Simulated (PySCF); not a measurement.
Job for PySCF: R-M06-2X/def2-TZVPP on H2O (SMILES O).

```python
from pyscf import gto, dft

mol = gto.M(
    atom='''
    O    -0.00000000   -0.00000000    0.38961139
    H    -0.00000000    0.76498632   -0.19485569
    H     0.00000000   -0.76498632   -0.19485569
    ''',
    basis='def2-tzvpp',
    charge=0, spin=0, verbose=4, max_memory=1800)
mf = dft.RKS(mol, xc='m062x').density_fit(auxbasis='def2-universal-jkfit')
mf.grids.level = 4
mf.conv_tol = 1e-9
mf.max_cycle = 150
mf.kernel()
mf.dip_moment()
```

Output:

```
PySCF version 2.14.0

[INPUT] verbose = 4
[INPUT] num. atoms = 3
[INPUT] num. electrons = 10
[INPUT] charge = 0
[INPUT] spin (= nelec alpha-beta = 2S) = 0
[INPUT] symmetry False subgroup None
[INPUT] Mole.unit = angstrom
[INPUT] Symbol           X                Y                Z      unit          X                Y                Z       unit  Magmom
[INPUT]  1 O      0.000000000000   0.000000000000   0.389611390000 AA    0.000000000000   0.000000000000   0.736258822111 Bohr   0.0
[INPUT]  2 H      0.000000000000   0.764986320000  -0.194855690000 AA    0.000000000000   1.445614633839  -0.368223887913 Bohr   0.0
[INPUT]  3 H      0.000000000000  -0.764986320000  -0.194855690000 AA    0.000000000000  -1.445614633839  -0.368223887913 Bohr   0.0

nuclear repulsion = 9.14068918860721
number of shells = 23
number of NR pGTOs = 78
number of NR cGTOs = 59
basis = def2-tzvpp
ecp = {}


******** <class 'pyscf.df.df_jk.DFRKS'> ********
method = DFRKS
initial guess = minao
damping factor = 0
level_shift factor = 0
DIIS = <class 'pyscf.scf.diis.CDIIS'>
diis_start_cycle = 1
diis_space = 8
diis_damp = 0
SCF conv_tol = 1e-09
SCF conv_tol_grad = None
SCF max_cycles = 150
direct_scf = False
XC library pyscf.dft.libxc version 7.1.2
    S. Lehtola, C. Steigemann, M. J. T. Oliveira, and M. A. L. Marques,  SoftwareX 7, 1–5 (2018)
XC functionals = m062x
    Y. Zhao and D. G. Truhlar,  Theor. Chem. Acc. 120, 215 (2008)
    Y. Zhao and D. G. Truhlar,  Theor. Chem. Acc. 120, 215 (2008)
radial grids:
    Treutler-Ahlrichs [JCP 102, 346 (1995); DOI:10.1063/1.469408] (M4) radial grids

becke partition: Becke, JCP 88, 2547 (1988); DOI:10.1063/1.454033
pruning grids: <function nwchem_prune>
grids dens level: 4
symmetrized grids: False
atomic radii adjust function: <function treutler_atomic_radii_adjust>
small_rho_cutoff = 0
Set gradient conv threshold to 3.16228e-05
Initial guess from minao.
tot grids = 59680
******** <class 'pyscf.df.df.DF'> ********
auxbasis = def2-universal-jkfit
init E= -76.3181168667001
  HOMO = -0.452127119666933  LUMO = 0.0139100188729913  gap/eV = 12.68152
cycle= 1 E= -76.3704007585991  delta_E= -0.0523  |g|= 0.566  |ddm|=    1
  HOMO = -0.273609933374239  LUMO = 0.0612090544615143  gap/eV = 9.11089
cycle= 2 E= -76.3582066265292  delta_E= 0.0122  |g|= 0.658  |ddm|= 0.569
  HOMO = -0.400887205188681  LUMO = 0.0480946638018196  gap/eV = 12.21742
cycle= 3 E= -76.42907168541  delta_E= -0.0709  |g|= 0.0251  |ddm|= 0.284
  HOMO = -0.397838364252351  LUMO = 0.0514873282336197  gap/eV = 12.22677
cycle= 4 E= -76.429171199513  delta_E= -9.95e-05  |g|= 0.00357  |ddm|= 0.0117
  HOMO = -0.398606511802008  LUMO = 0.0514460363384117  gap/eV = 12.24655
cycle= 5 E= -76.4291740976174  delta_E= -2.9e-06  |g|= 0.000434  |ddm|= 0.00312
  HOMO = -0.398608985350933  LUMO = 0.0514500034045611  gap/eV = 12.24673
cycle= 6 E= -76.4291741727249  delta_E= -7.51e-08  |g|= 6.37e-05  |ddm|= 0.000689
  HOMO = -0.398618053122959  LUMO = 0.0514500948379464  gap/eV = 12.24698
cycle= 7 E= -76.4291741749085  delta_E= -2.18e-09  |g|= 5.11e-06  |ddm|= 0.000137
  HOMO = -0.398619319435994  LUMO = 0.0514506238975656  gap/eV = 12.24703
cycle= 8 E= -76.4291741749242  delta_E= -1.57e-11  |g|= 5.65e-07  |ddm|= 8.68e-06
  HOMO = -0.398619377568536  LUMO = 0.05145063563603  gap/eV = 12.24703
Extra cycle  E= -76.4291741749242  delta_E= 1.42e-14  |g|= 1.51e-07  |ddm|= 9.86e-07
converged SCF energy = -76.4291741749242
Dipole moment(X, Y, Z, Debye): -0.00000,  0.00000, -1.96983
```

The run converged.

Cost: very roughly 2.2 core-seconds.
